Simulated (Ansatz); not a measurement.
Species: CH$_{4}$B$_{2}$O, SMILES `C1OBB1` (charge 0, multiplicity 1), formula CH$_{4}$B$_{2}$O.

**Question.** How many basis functions does frozen-core CCSD(T)/cc-pVTZ // B3LYP-D3(BJ)/def2-TZVP run with Ansatz (a quantum-chemistry and plane-wave program) use, how many core orbitals are frozen, and how many electrons are correlated?

**Answer.** 176 basis functions and 4 frozen orbitals, which leaves 20 correlated electrons. Core time is of the order of seconds.
